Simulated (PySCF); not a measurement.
Ga(Cl)2(OSiH3), H₃Cl₂GaOSi, SMILES [Ga]([Cl])([Cl])[O][SiH3] (CAM-B3LYP/def2-SVP optimised geometry):

```
8

Ga    -0.263    -0.937     0.000
Cl    -1.340    -2.758     0.001
Cl     1.859    -0.937     0.000
O     -1.151     0.567     0.000
Si    -1.115     2.224    -0.039
H      0.289     2.720    -0.109
H     -1.759     2.758     1.190
H     -1.859     2.701    -1.235
```

Method: CAM-B3LYP/def2-TZVP (PySCF).

Question: What are the frontier orbital energies and the dipole moment?

Answer: HOMO-2 -10.82 eV, HOMO-1 -10.48 eV, HOMO -10.47 eV, LUMO -0.77 eV, LUMO+1 -0.14 eV; dipole moment 0.77 D.

On the same geometry PBE/def2-TZVP (PySCF) gives HOMO-2 -8.01 eV, HOMO-1 -7.63 eV, HOMO -7.60 eV, LUMO -2.71 eV, LUMO+1 -1.86 eV; dipole moment 0.68 D.

Meta-Löwdin charges at CAM-B3LYP/def2-TZVP: Ga1 0.88, Cl2 -0.25, Cl3 -0.26, O4 -0.79, Si5 0.78, H6 -0.12, H7 -0.12, H8 -0.12.
